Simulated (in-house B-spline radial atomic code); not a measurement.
A radial electron density 4πr²n(r) was computed for an atom or ion in its tabulated ground configuration with a B-spline radial code for spherical atoms; method: non-relativistic TPSS, spin-polarised, spherical fractional occupations. Columns: r (bohr), 4πr²n(r) (electrons per bohr), bar.

```
  0.0037   0.4089 #
 0.00443   0.5727 #
 0.00531      0.8 ##
 0.00636     1.11 ###
 0.00762     1.53 ####
 0.00913    2.093 #####
  0.0109    2.819 #######
  0.0131    3.796 #########
  0.0157    5.018 ############
  0.0188    6.519 ################
  0.0226    8.347 ####################
   0.027    10.36 #########################
  0.0324    12.57 ##############################
  0.0388    14.73 ###################################
  0.0465    16.62 ########################################
  0.0557    17.92 ###########################################
  0.0667    18.35 ############################################
    0.08    17.77 ###########################################
  0.0958    16.29 #######################################
   0.115    14.32 ##################################
   0.138    12.62 ##############################
   0.165    11.97 #############################
   0.197     12.7 ##############################
   0.237    14.64 ###################################
   0.284    16.71 ########################################
    0.34    17.64 ##########################################
   0.407    16.56 ########################################
   0.488     13.5 ################################
   0.584    9.457 #######################
     0.7    5.754 ##############
   0.839    3.478 ########
    1.01    2.755 #######
     1.2    2.878 #######
    1.44    2.944 #######
    1.73    2.494 ######
    2.07    1.684 ####
    2.48   0.8634 ##
    2.97   0.3324 #
    3.56  0.09438 
    4.27  0.01861 
    5.12 0.002403 
    6.13 0.0001908
```

Problem. Which atom or ion is it?
A. K3+
B. P2+
C. S2+
D. Si2+

Solution. C. The area under the curve, ∫4πr²n dr = ∫r·4πr²n d(ln r) on this logarithmic grid, is 14 electrons, which only this option has. The configuration is [Ne] 3s2 3p2.
